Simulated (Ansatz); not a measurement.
Consider the ligand exchange at a B–Se bond: `C[Se]B(F)Cl` + `O[SiH3]` → `FB(Cl)O[SiH3]` + `C[SeH]`.

Gas-phase electronic energies from Ansatz, PBE0-D4/def2-TZVP geometries. CCSD(T)/CBS adds triple-zeta CCSD(T) − MP2 to the extrapolated MP2 energy (def2 sets, frozen cores). This one scheme is used for every species. DFT in def2-TZVPP. B3LYP here is the variant with VWN-RPA as its local correlation; programs differ in this. For Se outer-core shells are correlated without core-valence functions, which leaves a few kJ/mol of doubt a bond. Scalar relativity is left out up to krypton. One conformer a species, not always the lowest.

```json
{"level": "PBE0-D4", "ΔE (kcal/mol)": "-15.0", "difference from CCSD(T)/CBS": "0.4"}
{"level": "B3LYP-D4", "ΔE (kcal/mol)": "-17.2", "difference from CCSD(T)/CBS": "-1.8"}
{"level": "r2SCAN0-D4", "ΔE (kcal/mol)": "-16.5", "difference from CCSD(T)/CBS": "-1.1"}
{"level": "ωB97X-V", "ΔE (kcal/mol)": "-16.9", "difference from CCSD(T)/CBS": "-1.5"}
{"level": "B2PLYP", "ΔE (kcal/mol)": "-17.2", "difference from CCSD(T)/CBS": "-1.8"}
{"level": "revPBE", "ΔE (kcal/mol)": "-13.9", "difference from CCSD(T)/CBS": "1.5"}
{"level": "BLYP", "ΔE (kcal/mol)": "-17.1", "difference from CCSD(T)/CBS": "-1.7"}
{"level": "B3LYP", "ΔE (kcal/mol)": "-18.2", "difference from CCSD(T)/CBS": "-2.8"}
{"level": "r2SCAN0", "ΔE (kcal/mol)": "-16.6", "difference from CCSD(T)/CBS": "-1.2"}
{"level": "LC-ωPBE", "ΔE (kcal/mol)": "-16.9", "difference from CCSD(T)/CBS": "-1.5"}
{"level": "CCSD/def2-SVP", "ΔE (kcal/mol)": "-21.9", "difference from CCSD(T)/CBS": "-6.5"}
{"level": "HF/def2-QZVPP", "ΔE (kcal/mol)": "-23.9", "difference from CCSD(T)/CBS": "-8.5"}
{"level": "MP2/def2-QZVPP", "ΔE (kcal/mol)": "-14.1", "difference from CCSD(T)/CBS": "1.3"}
{"level": "HF/CBS(def2)", "ΔE (kcal/mol)": "-23.9", "difference from CCSD(T)/CBS": "-8.5"}
{"level": "MP2/CBS(def2)", "ΔE (kcal/mol)": "-13.6", "difference from CCSD(T)/CBS": "1.8"}
{"level": "CCSD/CBS(def2)", "ΔE (kcal/mol)": "-16.7", "difference from CCSD(T)/CBS": "-1.3"}
{"level": "CCSD(T)/CBS", "ΔE (kcal/mol)": "-15.4", "difference from CCSD(T)/CBS": "0"}
```

Largest T1 diagnostic among the species: 0.012.

From r2SCAN to r2SCAN0 (25 % exact exchange), in def2-TZVPP and without D4, ΔE moves by −1.1 kcal/mol. At CCSD(T), def2-SVP lies −5.7 kcal/mol from the extrapolated value and def2-TZVPP −1.0 kcal/mol. In def2-TZVPP, CCSD(T) changes the Hartree–Fock value by +7.2 kcal/mol (the triples alone add +1.3 kcal/mol) and MP2 by +9.0 kcal/mol.
